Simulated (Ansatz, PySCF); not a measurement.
Dimer: HF (SMILES F) (first 2 atoms) with SO2 (SMILES O=S=O); geometry from B3LYP-D3(BJ)/def2-TZVP, rigid monomers moved along the line of their centres of mass till H2···O3 is 2.58 Å.
(charge 0, multiplicity 1):
```xyz
5

F      0.351     0.507    -0.657
H      0.084     0.724     0.211
O     -0.467     0.506     2.720
S     -0.326    -0.727     3.462
O     -0.666    -0.711     4.855
```

Interaction energies are E(AB) − E(A) − E(B) at the monomers' geometry in the complex; basis-set methods are counterpoise corrected.

Frozen-core correlation. CBS: X⁻³ extrapolation of the correlation energy, Hartree–Fock from the larger set.

Programs: Ansatz (an electronic-structure program); PySCF for the dispersion terms. Each number belongs to the level named beside it.

PBE/def2-TZVPPD gives -102.5 meV for the interaction energy.

**Question.** Where do these levels fall relative to PBE: PBE-D3(BJ)/def2-TZVPPD, r2SCAN/def2-TZVPPD, B3LYP/def2-TZVPPD, wB97M-V/def2-TZVPPD, MP2/CBS(aug-cc-pV(D+d)Z, aug-cc-pV(T+d)Z), CCSD(T)/CBS(aug-cc-pV(D+d)Z, aug-cc-pV(T+d)Z).

**Answer.** PBE-D3(BJ)/def2-TZVPPD -13.1; r2SCAN/def2-TZVPPD -2.8; B3LYP/def2-TZVPPD 5.4; wB97M-V/def2-TZVPPD -9.2; MP2/CBS(aug-cc-pV(D+d)Z, aug-cc-pV(T+d)Z) -2.5; CCSD(T)/CBS(aug-cc-pV(D+d)Z, aug-cc-pV(T+d)Z) -7.5 meV. 1 of 6 lie above PBE; the widest gap is to PBE-D3(BJ)/def2-TZVPPD.
